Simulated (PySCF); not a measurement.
A calculated (UHF, PySCF 2.14, dyall-av3z, scalar relativity by spin-free X2C-1e) atom or ion has these occupied shells.

```tsv
shell	electrons	orbital energy (eV)	rms radius, mean of both spins (bohr)
1s α	1	-3255.0	0.0991
1s β	1	-3254.6	0.0991
2s α	1	-351.82	0.446
2s β	1	-351.44	0.446
2p α	3	-274.81	0.417
2p β	3	-274.09	0.417
3s α	1	-48.808	1.48
3s β	1	-44.988	1.48
3p α	3	-29.133	1.69
3p β	2	-27.609	1.69
```

Q: Name the element and its charge.

A: Ar⁺ (argon, charge +1), in [Ne] 3s2 3p5, 2P determinant.
